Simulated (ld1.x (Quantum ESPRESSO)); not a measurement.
Which change was made? (Si, TM semilocal)

```
Element                 : Si
Generator               : ld1.x (Quantum ESPRESSO) 7.5
Type                    : norm-conserving Troullier–Martins (semilocal form)
Functional              : PBE
Relativity              : scalar-relativistic
Frozen core             : [Ne]
Valence charge          : 4
Reference configuration : 3s2 3p2
Partial waves           : 3s (bound): rc 1.55 bohr; 3p (bound): rc 1.45 bohr
Local potential         : the p channel
Core correction         : none
```

Cutoffs, loose and tight: the cutoffs (Ry, on a coarse ladder) from which the occupation-weighted sum of valence levels, in a spherical-Bessel basis at the reference potential, stays within 10 and 1 mRy of its value at 400 Ry. They do not see the model core or the augmentation charge, which bear on the density cutoff. Test errors are all-electron minus pseudo excitation energies from the reference, over the configurations 3s2 3p1; 3s2 3p0; 3s1 3p0; 3s0 3p4; 3s2 3p2.3; 3s2 3p1.5; 3s1 3p3; variants that change the core or the reference have their own tests. The largest error is taken over the tests solved by every variant that gives reliable tests at all, those not shown here included: 3s0 3p4; 3s1 3p0; 3s2 3p0; 3s2 3p1; 3s2 3p1.5; 3s2 3p2.3.

The base gives: outcome: generated; cutoff, loose: 40 Ry; cutoff, tight: 60 Ry; bound ghosts: none; largest test error (meV): +65.

After one change the result is: outcome: generated; cutoff, loose: 15 Ry; cutoff, tight: 40 Ry; bound ghosts: none; largest test error (meV): +77. Which change was it?
A. wave 3p (bound): rc 1.45 bohr becomes 3p (bound): rc 0.94 bohr
B. wave 3p (bound): rc 1.45 bohr becomes 3p (bound): rc 1.34 bohr
C. wave 3p (bound): rc 1.45 bohr becomes 3p (bound): rc 1.12 bohr
D. wave 3p (bound): rc 1.45 bohr becomes 3p (bound): rc 2.02 bohr

D. The others give: wave 3p (bound): rc 1.45 bohr becomes 3p (bound): rc 1.12 bohr → outcome: generated; cutoff, loose: 180 Ry; cutoff, tight: 230 Ry; bound ghosts: none; largest test error (meV): +149 | wave 3p (bound): rc 1.45 bohr becomes 3p (bound): rc 0.94 bohr → outcome: generated; cutoff, loose: 90 Ry; cutoff, tight: over 300 Ry; bound ghosts: none; largest test error (meV): +388 | wave 3p (bound): rc 1.45 bohr becomes 3p (bound): rc 1.34 bohr → outcome: generated; cutoff, loose: 55 Ry; cutoff, tight: 70 Ry; bound ghosts: none; largest test error (meV): +63.
